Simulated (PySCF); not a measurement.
AlCl2I, SMILES [Cl][Al]([I])[Cl]. Coordinates come from a B3LYP-D3(BJ)/def2-SVP optimisation. The def2 effective core potentials stand for the cores of I; spin–orbit coupling is left out.

These are B3LYP-D3(BJ)/def2-SVP in PySCF values and carry that method's errors.

Harmonic wavenumbers (cm⁻¹): 109, 127, 181, 284, 537, 620. Rotational constants (GHz): 2.199, 0.8482, 0.6121; symmetry number 2.

Question: Work out the zero-point energy and the ideal-gas rigid-rotor harmonic-oscillator thermochemistry at 298.15 K and 1 atm.

Answer: ZPE = ½ Σ hcν = ½ × 1858 cm⁻¹ = 2.66 kcal/mol. H − E(el) = 6.77 kcal/mol. Entropy in cal/(mol K): translation 42.13, rotation 28.64, vibration 11.09, total 81.86. G − E(el) = -17.64 kcal/mol. Cp = 17.54 cal/(mol K). Modes under 150 cm⁻¹ make the vibrational entropy uncertain.
